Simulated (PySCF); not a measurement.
Atom-mapped SMILES (the numbers label the heavy atoms): `[CH2:1]=[CH:2][Si:3]1([CH:4]=[CH2:5])[O:6][C:7](=[O:8])[C:9](=[O:10])[O:11]1` (H(Xn): hydrogen on atom n). Ha(C1), Ha(C5) are cis to Si3; Hb(C1), Hb(C5) are trans to Si3.

PySCF 2.14 calculation with GIAO PBE0/pcSseg-1 shieldings and coordinates at the GFN2-xTB level; one computed conformer, equivalent nuclei averaged, isolated molecule, no relativistic terms.

List the cross peaks expected in HSQC, COSY and HMBC spectra.

## Answers



HSQC (one-bond C–H):
```csv
δH,δC
6.91 (Hb(C1)/Hb(C5)),152.5 (C1/C5)
6.52 (Ha(C1)/Ha(C5)),152.5 (C1/C5)
6.39 (H(C2)/H(C4)),136.3 (C2/C4)
```

COSY cross peaks (H two or three bonds apart, from the bond graph; peaks can be absent where the dihedral angle is near 90°):
```csv
δH,δH
6.91 (Hb(C1)/Hb(C5)),6.52 (Ha(C1)/Ha(C5))
6.91 (Hb(C1)/Hb(C5)),6.39 (H(C2)/H(C4))
6.52 (Ha(C1)/Ha(C5)),6.39 (H(C2)/H(C4))
```

HMBC (two and three bonds, from the bond graph):
```csv
δH,δC
6.91 (Hb(C1)/Hb(C5)),136.3 (C2/C4)
6.52 (Ha(C1)/Ha(C5)),136.3 (C2/C4)
6.39 (H(C2)/H(C4)),"152.5 (C1/C5), 136.3 (C2/C4)"
```

References, each an isolated molecule treated in the same way: TMS for $^{1}$H (σ = 31.72 ppm), $^{13}$C (σ = 186.93 ppm).

Shifts are as computed. Against solution values, carbons near 30 ppm lie about +3 ppm off and those near 130 ppm about +5 ppm. Of 1211 compounds with measured shifts, 218 miss one by over three times the rms of a fit or turn the order of signals round; such compounds aren't used in these exercises.
